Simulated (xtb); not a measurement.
Al(Cl)(Br)(NH2) (AlBrClH₂N), SMILES [NH2][Al]([Cl])[Br]. All values are semi-empirical tight-binding results from xtb (GFN2-xTB unless named), good for trends rather than for accurate numbers. Geometry optimised at GFN2-xTB. The structure was generated by enumeration; whether it is a known compound was not checked. The values are those of a single conformer.

Optimised geometry:

Bonds (Å): Al1–Cl2 2.020, Al1–Br3 2.251, Al1–N4 1.770, N4–H5 1.011, N4–H6 1.010. Angles (°): Cl2–Al1–Br3 121.3, Cl2–Al1–N4 124.4, Br3–Al1–N4 114.3, Al1–N4–H5 124.9, Al1–N4–H6 126.4, H5–N4–H6 108.8.
Charge 0, spin multiplicity 1.

For metal compounds this method's bond lengths and energies can be far off.

point group as xtb finds it: Cs
orbital gap: 4.17 eV
zero-point energy: 16.9 kcal/mol
G − E(el) at 298.15 K (modified RRHO): -3.1 kcal/mol

Problem. Give the atomic charges and the Wiberg bond orders between heavy atoms. (Estimate from the structure and the level; the computed values follow.)

Solution. charges (e) Al1 0.36, Cl2 -0.14, Br3 -0.17, N4 -0.41, H5 0.19, H6 0.18. Bond orders Al1–Cl2 1.35, Al1–Br3 1.23, Al1–N4 1.31.
